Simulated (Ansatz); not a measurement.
The multiplicity is imposed and other spin states were not computed.

Computed with PBE-D3(BJ)/def2-SVP (Ansatz, an electronic-structure program). No frequencies were computed at this level.

Ansatz 0.2 input:
```yaml
crystal:
  periodic: [false, false, false]
  atoms:
    - { symbol: Au, position_ang: [0.008112, 0.006481, 0.007185] }
    - { symbol: O, position_ang: [0.752187, 1.925807, 0.615206] }
    - { symbol: H, position_ang: [0.62782, 2.035256, 1.564209] }
    - { symbol: H, position_ang: [0.255927, 2.613738, 0.15868] }
    - { symbol: F, position_ang: [-0.648362, -1.702505, -0.551052] }
basis:
  gaussian: { orbitals: def2-svp }
hamiltonian:
  xc: pbe
  dispersion: d3bj
relax:
  max_steps: 150
```

Output:

```
Functional definition: PBE
727 factors; their error is unknown
mean field evaluation 1: about -8477.1055 eV, gradient 5.6e1 eV
mean field evaluation 2: about -8402.0936 eV, gradient 2.1e2 eV
mean field evaluation 4: about -8482.0480 eV, gradient 1.9e1 eV
mean field evaluation 8: about -8482.6358 eV, gradient 8.8e-2 eV
mean field evaluation 16: about -8482.6144 eV, gradient 1.4e-5 eV
mean field -8482.61439531 eV, -311.7303293053 hartree, gradient 1.4e-5 eV, S^2 0.000000; 0 other end points of the search recorded, 0 dependent functions left out
reference -8482.61443477 eV, -311.7303307551 hartree; 19, 19 occupied and 51, 51 virtual orbitals, 727 factors
relax step   1: F+E_penalty+E_count = -8482.67643600 eV  Δ(F+E_penalty+E_count) = +0.000e0 eV  max|allowed force component| = 9.256e-1 eV/Å  Δτ_max = 0.0000 Å  (26 SCF iters, accepted)
these checks for a lower state are left out or cut short: starts, cluster_reference, orbital_swaps, neighbouring_geometries, increment
727 factors; their error is unknown
mean field -8482.62917789 eV, -311.7308725549 hartree, gradient 1.7e-5 eV, S^2 0.000000; 0 other end points of the search recorded, 0 dependent functions left out
reference -8482.62921729 eV, -311.7308740030 hartree; 19, 19 occupied and 51, 51 virtual orbitals, 727 factors
relax step   2: F+E_penalty+E_count = -8482.69125059 eV  Δ(F+E_penalty+E_count) = -1.481e-2 eV  max|allowed force component| = 3.578e-1 eV/Å  Δτ_max = 0.0097 Å  (28 SCF iters, accepted)
these checks for a lower state are left out or cut short: starts, cluster_reference, orbital_swaps, neighbouring_geometries, increment
727 factors; their error is unknown
mean field -8482.63280398 eV, -311.7310058111 hartree, gradient 1.8e-5 eV, S^2 0.000000; 0 other end points of the search recorded, 0 dependent functions left out
reference -8482.63284336 eV, -311.7310072583 hartree; 19, 19 occupied and 51, 51 virtual orbitals, 727 factors
relax step   3: F+E_penalty+E_count = -8482.69489981 eV  Δ(F+E_penalty+E_count) = -3.649e-3 eV  max|allowed force component| = 5.695e-2 eV/Å  Δτ_max = 0.0105 Å  (28 SCF iters, accepted)
these checks for a lower state are left out or cut short: starts, cluster_reference, orbital_swaps, neighbouring_geometries, increment
727 factors; their error is unknown
mean field evaluation 32: about -8482.6548 eV, gradient 5.7e-4 eV
mean field -8482.63316843 eV, -311.7310192045 hartree, gradient 1.5e-5 eV, S^2 0.000000; 0 other end points of the search recorded, 0 dependent functions left out
reference -8482.63320781 eV, -311.7310206516 hartree; 19, 19 occupied and 51, 51 virtual orbitals, 727 factors
relax step   4: F+E_penalty+E_count = -8482.69526096 eV  Δ(F+E_penalty+E_count) = -3.612e-4 eV  max|allowed force component| = 2.225e-2 eV/Å  Δτ_max = 0.0048 Å  (28 SCF iters, accepted)
these checks for a lower state are left out or cut short: starts, cluster_reference, orbital_swaps, neighbouring_geometries, increment
727 factors; their error is unknown
mean field -8482.63319318 eV, -311.7310201142 hartree, gradient 1.6e-5 eV, S^2 0.000000; 0 other end points of the search recorded, 0 dependent functions left out
reference -8482.63323256 eV, -311.7310215614 hartree; 19, 19 occupied and 51, 51 virtual orbitals, 727 factors
relax step   5: F+E_penalty+E_count = -8482.69528726 eV  Δ(F+E_penalty+E_count) = -2.630e-5 eV  max|allowed force component| = 8.627e-3 eV/Å  Δτ_max = 0.0032 Å  (28 SCF iters, accepted)
727 factors; their error is unknown
mean field -8482.63319318 eV, -311.7310201142 hartree, gradient 1.6e-5 eV, S^2 0.000000; 1 other end points of the search recorded, 0 dependent functions left out
reference -8482.63323256 eV, -311.7310215614 hartree; 19, 19 occupied and 51, 51 virtual orbitals, 727 factors
Total energy: -8482.69532664 eV, -311.7333034767 hartree
Atom 0 at     0.014861     0.014793     0.004429 Å, force    -0.001200     0.004058    -0.008627 eV/Å
Atom 1 at     0.769775     1.914521     0.603517 Å, force    -0.002779     0.002241     0.008049 eV/Å
Atom 2 at     0.613473     2.033845     1.562436 Å, force     0.003896    -0.000035     0.002517 eV/Å
Atom 3 at     0.249532     2.621233     0.169755 Å, force    -0.000072    -0.004120    -0.005067 eV/Å
Atom 4 at    -0.651957    -1.705615    -0.545909 Å, force     0.000155    -0.002144     0.003128 eV/Å
Dipole moment:     0.206864     1.373050     0.522879 e Å
```

Cost: about 5 core-seconds (a rough figure).
